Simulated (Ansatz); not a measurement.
Reaction (substitution at a C–B bond): `B/C=C/O[SiH3]` + H₂Te → `[SiH3]O/C=C\[TeH]` + BH₃

Isolated molecules relaxed with PBE0-D4/def2-TZVP in Ansatz; ΔE leaves out vibrations. CCSD(T)/CBS is the MP2 limit (def2-TZVPP, def2-QZVPP) plus CCSD(T) − MP2 in def2-TZVPP, frozen cores. This one scheme is used for every species. Double bonds are as drawn, so ΔE can hold a change between cis and trans. DFT in def2-TZVPP. B3LYP here is the variant with VWN-RPA as its local correlation; programs differ in this. def2 core potentials past Kr. For Te outer-core shells are correlated without core-valence functions, which leaves a few kJ/mol of doubt a bond. One conformer a species, not always the lowest.

(1) Is it downhill or uphill in electronic energy at CCSD(T)/CBS, and by how much? (An estimate is asked.)

(2) What do these levels give: B3LYP-D4, B2PLYP, PBE, PBE0, B3LYP, HF/def2-TZVPP, SCS-MP2/def2-TZVPP, CCSD(T)/def2-TZVPP, HF/def2-QZVPP, MP2/def2-QZVPP, MP2/CBS(def2), CCSD/CBS(def2)? (Best estimate.)

Largest T1 diagnostic among the species: 0.013.

Results:

(1) Ansatz gave: Uphill: ΔE = +0.83 eV.

(2) Computed: B3LYP-D4 0.93, B2PLYP 0.94, PBE 1.04, PBE0 1.03, B3LYP 1.02, HF/def2-TZVPP 0.99, SCS-MP2/def2-TZVPP 0.81, CCSD(T)/def2-TZVPP 0.87, HF/def2-QZVPP 0.98, MP2/def2-QZVPP 0.79, MP2/CBS(def2) 0.78, CCSD/CBS(def2) 0.84 eV.

In def2-TZVPP, CCSD(T) changes the Hartree–Fock value by −0.12 eV (the triples alone add −0.02 eV) and MP2 by −0.18 eV. The D4 term adds −0.09 eV with B3LYP and −0.05 eV with PBE0; it sums over pairs of atoms, weighted by their polarisabilities, and B3LYP, whose exchange is more repulsive, gets the larger term.
